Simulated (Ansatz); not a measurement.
Geometry optimisation, Ansatz, RKS PBE0-D4/def2-SVP.

The input (input.yaml):

```yaml
crystal:
  periodic: [false, false, false]
  atoms:
    - { symbol: Al, position_ang: [-0.580588, -0.765675, 0.057493] }
    - { symbol: H, position_ang: [0.094854, 1.647895, -1.242039] }
    - { symbol: Cl, position_ang: [0.209187, -1.761919, -1.599379] }
    - { symbol: Cl, position_ang: [-2.178894, 0.577765, -0.081871] }
    - { symbol: H, position_ang: [1.140268, -0.053508, 1.563782] }
    - { symbol: F, position_ang: [-0.418853, -1.566956, 1.587843] }
    - { symbol: H, position_ang: [0.763958, 1.586579, -1.033302] }
    - { symbol: F, position_ang: [0.970168, 0.335719, 0.747472] }
basis:
  gaussian: { orbitals: def2-SVP }
hamiltonian:
  xc: pbe0
  dispersion: d4
relax:
  f_tol: 0.03
  max_steps: 50
```

Launched with:

```bash
$ ansatz run input.yaml --threads 2 --pin off --max-ram 3072MiB --backend cpu --events-out ev --progress --plain --runs-dir out
```

Task: Where does it end, and by what steps?

Result: It converged. The force dipped under the threshold on the way, but the program's further checks kept it going. After 19 steps the energy has fallen by 0.263 eV; H7 moved furthest, 0.67 Å.

```csv
step,energy less start (eV),largest force component (eV/Å),accepted
0,0.0000,2.280,yes
1,-0.1771,0.748,yes
2,-0.2182,0.539,yes
3,-0.2367,0.156,yes
4,-0.2369,0.299,yes
5,-0.2482,0.120,yes
6,-0.2535,0.154,yes
7,-0.2572,0.109,yes
8,-0.2572,0.422,no
9,-0.2601,0.170,yes
10,-0.2612,0.072,yes
11,-0.2616,0.022,yes
12,-0.2618,0.020,yes
13,-0.2621,0.109,yes
14,-0.2624,0.069,yes
15,-0.2622,0.071,no
16,-0.2626,0.016,yes
17,-0.2628,0.070,yes
18,-0.2629,0.055,yes
19,-0.2631,0.030,yes
```

```xyz
8
Properties=species:S:1:pos:R:3
Al -0.535 -0.785 0.157
H 0.177 2.042 -1.380
Cl 0.266 -1.683 -1.542
Cl -2.180 0.492 0.077
H 0.842 -0.411 1.732
F -0.314 -1.626 1.628
H 0.805 1.741 -1.689
F 0.938 0.229 1.018
```

Whether the end is a true minimum wasn't checked by a vibrational analysis.

Time of the run: 81 s on 2 threads of Arm Neoverse N1, on a shared host, peak memory 0.21 GiB.
